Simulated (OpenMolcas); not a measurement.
Cu2+ (d9) in a complex was computed by SS-CASPT2, IPEA 0.25 Eh, imaginary shift 0.1 Eh with the d shell active (OpenMolcas, ANO-RCC-VDZP on the metal). Its lowest spin-free states, and all those of the highest spin:

```json
{"2S+1": "2", "Degeneracy": "1", "E (cm-1)": "0"}
{"2S+1": "2", "Degeneracy": "1", "E (cm-1)": "9170"}
{"2S+1": "2", "Degeneracy": "2", "E (cm-1)": "11020"}
{"2S+1": "2", "Degeneracy": "1", "E (cm-1)": "11950"}
```

Q: Is the site octahedral, tetrahedral or cube-like, axial, or of lower symmetry?

A: The states with 2S+1 = 2 have orbital degeneracies 1, 1, 2, 1. There are pairs but no triples, so the site is axial: not cubic, but with a proper or improper axis of order three or more. The run had Cu2+ with 4 ligands (chloride) in square-planar coordination (D4h) at 2.33 Å. A charge of +0.5 e stands 2.8 Å behind each ligand. Ligand basis ANO-RCC-VDZP.

Over all roots computed the reference weight is 0.74; a low but even weight reflects the number of correlated electrons. A single d shell leaves out the double-shell effect, which counts most for late 3d ions, where the CASPT2 field can be off either way by tens of per cent. Ligand-to-metal charge-transfer states are missing. Free-ion shares, where given, are those of the reference states; single-state CASPT2 does not remix them. No measured value stands beside these numbers; the geometry was imposed, not optimised, and the real ion may take another.
